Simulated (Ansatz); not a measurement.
`[SiH3]B([SiH3])[SiH3]`, relaxed with RKS PBE0-D4/def2-TZVP in Ansatz from a PBE-D4/def2-SVP geometry. The force threshold is 0.005 eV/Å; the program also tests the step.

Charge 0, multiplicity 1.

Start:

```xyz
13

Si   -1.811    0.523   -0.757
B    -0.023   -0.054   -0.025
Si    1.216    1.377    0.674
Si    0.572   -1.973    0.056
H    -2.688   -0.601   -1.244
H    -2.571    1.289    0.301
H    -1.590    1.476   -1.911
H     2.533    0.875    1.206
H     1.507    2.370   -0.428
H     0.525    2.139    1.781
H     1.905   -2.114   -0.642
H     0.806   -2.319    1.511
H    -0.379   -2.988   -0.521
```

Problem. How much energy does the relaxation release, and in how many steps? (Best estimate.)

Solution. Ansatz gave: 6.25 kJ/mol, in 28 steps, 2 of them rejected.

Problem. Which bonds change most? (An estimate is asked.)

Solution. Computed: Si1–H6 from 1.511 to 1.488 Å; Si3–H10 from 1.511 to 1.488 Å; Si4–H11 from 1.512 to 1.489 Å; B2–Si3 from 2.017 to 2.000 Å.

Problem. Give the relaxed structure. (Best estimate.)

Solution. Ansatz gave: 
```xyz
13

Si   -1.889    0.453   -0.527
B    -0.027    0.013    0.054
Si    1.224    1.410    0.748
Si    0.641   -1.858   -0.167
H    -2.818   -0.710   -0.466
H    -2.513    1.601    0.185
H    -1.728    0.831   -1.965
H     2.300    0.862    1.620
H     1.872    1.947   -0.489
H     0.568    2.544    1.455
H     2.113   -1.969   -0.359
H     0.299   -2.486    1.148
H    -0.043   -2.636   -1.237
```
